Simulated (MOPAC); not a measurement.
MOPAC input (PM6):

```
PM6 PRECISE GNORM=0.05 LET XYZ CHARGE=1 GEO-OK AUX(PRECISION=9) THREADS=1
C3H7O

C    -1.54239160 1    0.14966775 1   -0.06167306 1
C    -0.21272039 1   -0.48333741 1   -0.22325539 1
C     0.97966684 1    0.23859983 1   -0.65101960 1
O     0.89446574 1   -0.05956607 1    0.82943703 1
H    -2.08877611 1   -0.28467441 1    0.77538915 1
H    -2.11210549 1   -0.07007489 1   -0.97071802 1
H    -1.48426528 1    1.23432464 1    0.03979722 1
H    -0.16506973 1   -1.56499507 1   -0.25622852 1
H     0.91132549 1    1.29676390 1   -0.87149703 1
H     1.82265005 1   -0.29118867 1   -1.07286526 1
H     0.61318598 1    0.72679204 1    1.33631456 1
```

From the output:

```
                                                       MOPAC v23.2.5 Linux

          FINAL HEAT OF FORMATION =        152.09277 KCAL/MOL =     636.35613 KJ/MOL

          COSMO AREA              =        101.95 SQUARE ANGSTROMS
          COSMO VOLUME            =         86.30 CUBIC ANGSTROMS

          GRADIENT NORM           =          0.04718          =       0.01423 PER ATOM
          IONIZATION POTENTIAL    =         17.865986 EV
          HOMO LUMO ENERGIES (EV) =        -17.866 -6.080
          NO. OF FILLED LEVELS    =         12
          MOLECULAR WEIGHT        =         59.0877         POINT GROUP:  C1

          MOLECULAR DIMENSIONS (Angstroms)

            Atom       Atom       Distance
            H    10    H     5     4.39588
            H    11    H     6     3.39882
            H     9    H     8     2.86509

          SCF CALCULATIONS        =         37

   ATOM   CHEMICAL          X               Y               Z
  NUMBER   SYMBOL      (ANGSTROMS)     (ANGSTROMS)     (ANGSTROMS)

     1       C         -1.52885660  *   0.14463551  *  -0.06449500  *
     2       C         -0.22369996  *  -0.50110658  *  -0.24009073  *
     3       C          0.99505720  *   0.25787331  *  -0.64706670  *
     4       O          0.90189019  *  -0.07896683  *   0.83858165  *
     5       H         -2.09698889  *  -0.23042084  *   0.81408774  *
     6       H         -2.20535688  *  -0.09141591  *  -0.92511333  *
     7       H         -1.53283740  *   1.24665460  *  -0.01009615  *
     8       H         -0.19506929  *  -1.61059291  *  -0.27341338  *
     9       H          0.96615160  *   1.32491086  *  -0.90099152  *
    10       H          1.86804015  *  -0.26016128  *  -1.08364713  *
    11       H          0.60147469  *   0.75744860  *   1.37714454  *

                             CARTESIAN COORDINATES

   1    C       -1.528856601     0.144635511    -0.064495003
   2    C       -0.223699956    -0.501106577    -0.240090733
   3    C        0.995057199     0.257873308    -0.647066703
   4    O        0.901890190    -0.078966833     0.838581646
   5    H       -2.096988894    -0.230420843     0.814087738
   6    H       -2.205356882    -0.091415914    -0.925113332
   7    H       -1.532837396     1.246654600    -0.010096155
   8    H       -0.195069290    -1.610592915    -0.273413381
   9    H        0.966151597     1.324910856    -0.900991521
  10    H        1.868040148    -0.260161276    -1.083647125
  11    H        0.601474687     0.757448597     1.377144536

           Empirical Formula: C3 H7 O  =    11 atoms

      MOLECULAR POINT GROUP   :   C1

                  EIGENVALUES
 -38.60466 -33.27104 -30.75854 -27.03408 -24.24385 -23.07163 -20.87926 -20.34431
 -20.03253 -19.30893 -18.48702 -17.86599  -6.08014  -5.02842  -3.17318  -2.26123
  -1.83664  -0.95466  -0.50894  -0.41204   0.06979   0.21443   1.22123

              NET ATOMIC CHARGES AND DIPOLE CONTRIBUTIONS

  ATOM NO.   TYPE          CHARGE      No. of ELECS.   s-Pop       p-Pop
    1          C          -0.601912        4.6019     1.09138     3.51053
    2          C           0.224278        3.7757     1.15473     2.62100
    3          C          -0.129748        4.1297     1.16083     2.96892
    4          O          -0.186781        6.1868     1.86539     4.32139
    5          H           0.233619        0.7664     0.76638
    6          H           0.252508        0.7475     0.74749
    7          H           0.212383        0.7876     0.78762
    8          H           0.203921        0.7961     0.79608
    9          H           0.209713        0.7903     0.79029
   10          H           0.229433        0.7706     0.77057
   11          H           0.352585        0.6474     0.64741
 DIPOLE           X         Y         Z       TOTAL
 POINT-CHG.    -0.203     0.713    -0.757     1.060
 HYBRID         0.140     0.366     0.701     0.804
 SUM           -0.063     1.080    -0.055     1.083

          ATOMIC ORBITAL ELECTRON POPULATIONS

     Atom    s        px        py        pz
    1  C   1.09138   1.05347   1.20037   1.25670
    2  C   1.15473   0.85519   1.07603   0.68977
    3  C   1.16083   1.08624   1.17275   0.70992
    4  O   1.86539   1.57152   1.47426   1.27561
    5  H   0.76638
    6  H   0.74749
    7  H   0.78762
    8  H   0.79608
    9  H   0.79029
   10  H   0.77057
   11  H   0.64741

 **********************
 *                    *
 * JOB ENDED NORMALLY *
 *                    *
 **********************

 == MOPAC DONE ==
```

The dipole moment of an ion depends on the origin.

The geometry given is a B3LYP-D3(BJ)/def2-TZVP minimum.
